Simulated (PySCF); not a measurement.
Species: C₆H₁₃BO₂.
Z-matrix (Å and degrees, PBE0-D3(BJ)/def2-SVP geometry), rows numbered from 1:
```
C 
C   1  1.5260
C   2  1.4938  1  112.86
C   3  1.3432  2  126.38  1  -123.68
B   4  1.5603  3  122.10  2  -179.79
O   5  1.3618  4  118.44  3    -0.99
C   6  1.4019  5  121.29  4   179.54
O   5  1.3661  4  124.17  3   178.93
C   8  1.3995  5  123.08  4    -0.57
H   1  1.1008  2  111.05  3    61.23
H   1  1.1015  2  111.24  3   -58.42
H   1  1.1010  2  111.24  3  -178.47
H   2  1.1029  1  110.39  3  -123.28
H   2  1.1064  1  108.76  3   120.36
H   3  1.0995  2  115.91  1    55.83
H   4  1.0984  3  117.21  2    -0.03
H   7  1.0999  6  108.34  5  -167.91
H   7  1.1033  6  111.45  5    72.83
H   7  1.1022  6  111.90  5   -47.74
H   9  1.1032  8  111.96  5   -61.49
H   9  1.1039  8  112.00  5    60.25
H   9  1.0999  8  108.40  5   179.41
```

Computed with PySCF at PBE0/pcSseg-1, non-relativistic, on one gas-phase PBE0-D3(BJ)/def2-SVP geometry that isn't relaxed in the solvent. The solvent is an IEF-PCM continuum (van der Waals radii × 1.2). The model holds no explicit solvent molecules, cavitation or dispersion.

Gas phase at PBE0/pcSseg-1: HOMO -7.22 eV, LUMO -0.47 eV, dipole 1.07 D.

Task: What does the continuum do to the energy, the frontier levels and the dipole at PBE0/pcSseg-1 in dimethylsulfoxide?

Result: 
```tsv
solvent	ε	E(solvent) − E(gas) (kJ/mol)	polarisation term (kJ/mol)	distortion of the solute (kJ/mol)	HOMO (eV)	LUMO (eV)	dipole (D)
dimethylsulfoxide	46.83	-16.87	-18.99	2.12	-7.37	-0.59	1.46
```

Polarisation term: ½ Σ q·V over the induced surface charges. Distortion: the rise of the solute's own energy as its density leaves the gas-phase optimum.

Task: Which radius a makes the point-dipole formula ΔE = −[(ε − 1)/(2ε + 1)]·μ²/a³ give the value in dimethylsulfoxide, with the gas-phase dipole?

Result: μ = 0.421 au and |ΔE| = 0.00642 Eh give a = 1.26 Å; the farthest nucleus lies 4.65 Å from the centroid of the nuclei, so such a sphere wouldn't even hold the nuclei. The formula assumes a rigid point dipole at the centre of a sphere.

Task: Which Mulliken charges (PBE0/pcSseg-1) respond most in dimethylsulfoxide (means over atoms taken as equivalent)?

Result: 
| atoms | environment | gas (e) | solvent (e) | change |
| --- | --- | --- | --- | --- |
| H16 | vinylic hydrogen | +0.090 | +0.113 | +0.023 |
| C3 | alkene CH carbon | -0.175 | -0.195 | -0.020 |
| B5 | three-coordinate boron | +0.665 | +0.649 | -0.016 |
| O6/O8 | boron-bound oxygen | -0.516 | -0.532 | -0.016 |
| C7/C9 | methoxy carbon | -0.023 | -0.036 | -0.013 |
| C1 | methyl carbon | -0.298 | -0.310 | -0.012 |

Task: Which Mayer bond orders change most in dimethylsulfoxide?

Result: 
```
  bond  length (Å)    gas  solvent  change
 C3–C4       1.343  1.887    1.867  -0.020
 O8–C9       1.400  0.900    0.884  -0.016
 C4–B5       1.560  0.948    0.961  +0.013
 O6–C7       1.402  0.898    0.885  -0.013
 B5–O8       1.366  1.119    1.128  +0.009
C3–H15       1.100  0.946    0.950  +0.004
C2–H14       1.106  0.934    0.931  -0.003
 B5–O6       1.362  1.166    1.163  -0.003
```
